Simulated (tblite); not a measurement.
Compound: C₈H₉ (doublet state).
Structure used (GFN2-xTB), in Å, numbered top down from 1:
```
atom  x, y, z in Å
C1     1.826   -1.010   -0.924
C2     0.659   -0.416   -0.373
C3    -0.722   -0.939   -0.694
C4    -1.547    0.020    0.118
C5    -0.814    0.441    1.364
C6    -0.892    1.374    0.185
C7     0.581    1.105   -0.116
C8     0.659    0.181    1.051
H9     2.800   -0.630   -0.687
H10    1.750   -1.844   -1.593
H11   -0.848   -1.972   -0.368
H12   -0.940   -0.873   -1.761
H13   -2.623   -0.056    0.129
H14   -1.249    0.505    2.345
H15   -1.400    2.313    0.062
H16    1.299    1.803   -0.507
H17    1.450    0.012    1.759
```

Method: GFN2-xTB as coded in tblite; computed harmonic values from a numerical Hessian at the method's own geometry, unscaled. This tight-binding method is rough: wavenumbers can miss measured ones by several per cent, in bad cases by 10 to 20. One conformer, not necessarily the lowest. Open shells enter through the occupations alone, without spin polarisation, and single modes of such species can be off by tens of per cent.

Harmonic wavenumbers (cm⁻¹): 235.2, 246.1, 311.8, 401.0, 496.4, 524.5, 581.7, 691.6, 731.7, 766.4, 800.4, 838.9, 865.9, 872.7, 910.7, 921.0, 961.4, 977.4, 977.6, 984.8, 985.0, 1015.0, 1049.4, 1060.3, 1126.8, 1133.7, 1156.9, 1163.4, 1211.3, 1234.7, 1258.3, 1327.4, 1347.6, 1399.8, 1422.8, 1473.3, 2979.4, 2994.4, 3087.8, 3103.9, 3113.7, 3115.4, 3122.0, 3140.6, 3180.5.

A = 4373, B = 2455, C = 2043 MHz; mass 105.070 u (most abundant isotopes); point group Cs, symmetry number 1; spin multiplicity 2.

What is the zero-point energy?

Half the sum of the wavenumbers: 30650 cm⁻¹ = 87.63 kcal/mol.

Give the ideal-gas entropy at 273.15 K and 1 bar in the rigid-rotor, harmonic-oscillator model (classical rotation).

Translation 39.46, rotation 26.82, vibration 8.90, spin (R ln 2) 1.38: S = 76.6 cal/(mol K).

And Cp and H(273.15 K) − H(0)?

Cp = 25.97 cal/(mol K), of which vibrations give 18.02 (their classical limit is 45 R = 89.4); H(273.15 K) − H(0) = 3.85 kcal/mol without the zero-point energy, 1.68 from vibrations.

What must be added to the electronic energy to get the Gibbs energy at 273.15 K and 1 bar?

ZPE + [H(273.15 K) − H(0)] − T·S = 87.63 + 3.85 − 20.91 = 70.57 kcal/mol.

How do the functions run with temperature in this model?

| T (K) | S (cal/(mol K)) | Cp (cal/(mol K)) | H − H(0) (kcal/mol) | G − H(0) (kcal/mol) | ln q(vib) |
| --- | --- | --- | --- | --- | --- |
| 150 | 65.3 | 13.8 | 1.46 | -8.33 | 0.31 |
| 250 | 74.4 | 23.3 | 3.28 | -15.31 | 1.13 |
| 298.15 | 79.0 | 28.8 | 4.54 | -19.00 | 1.68 |
| 400 | 89.0 | 40.0 | 8.06 | -27.56 | 3.09 |
| 600 | 108.5 | 56.1 | 17.79 | -47.34 | 6.51 |
| 900 | 134.2 | 70.0 | 36.91 | -83.87 | 12.08 |

q(vib) and H(0) count from the zero-point level.

Which modes carry the vibrational entropy at 273.15 K?

235.2 cm⁻¹: 1.68; 246.1 cm⁻¹: 1.61; 311.8 cm⁻¹: 1.21; 401.0 cm⁻¹: 0.83; 496.4 cm⁻¹: 0.56; 524.5 cm⁻¹: 0.50 cal/(mol K); the other 39 give 2.51 together.

Hindered rotation and anharmonicity are outside this model. Other conformers, if any are populated, would add a mixing term that is left out.

Time: 0.4 s of wall time. Hardware: Arm Neoverse V2, one thread, shared host with 48 logical CPUs at a one-minute load of 29. The figure is for the frequency step alone.
